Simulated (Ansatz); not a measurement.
Reactions of C2H8B2 (`BBCC`).

Gas-phase electronic energies from Ansatz, PBE0-D4/def2-TZVP geometries. CBS: MP2 limit from def2 TZ/QZ plus the TZ coupled-cluster correction, frozen cores. This one scheme is used for every species. For Br, Ga, Se outer-core shells are correlated without core-valence functions, which leaves a few kJ/mol of doubt a bond. Scalar relativity is left out up to krypton. Each species was taken in one conformer, which may not be the lowest.

**Question.** Order these by ΔE at CCSD(T)/CBS, lowest first. (An estimate is asked.)
A. `BBCC` + `N=C[SiH2]O` → `BB[SiH](O)C=N` + `CC`
B. `BBCC` + `NBBr` → `CNBBr` + `BBC`
C. `BBCC` + `[BH2][GaH][OH]` → `[BH2][GaH][O]CC` + `BB`
D. `BBCC` + H₂S → `CCBS` + BH₃
E. `BBCC` + `B[SeH]` → `B[Se]CC` + `BB`

**Answer.** D (-23.9 kcal/mol), A (-0.3 kcal/mol), B (+5.2 kcal/mol), E (+7.5 kcal/mol), C (+18.8 kcal/mol).

Largest T1 diagnostic: 0.015, for `[BH2][GaH][OH]`.
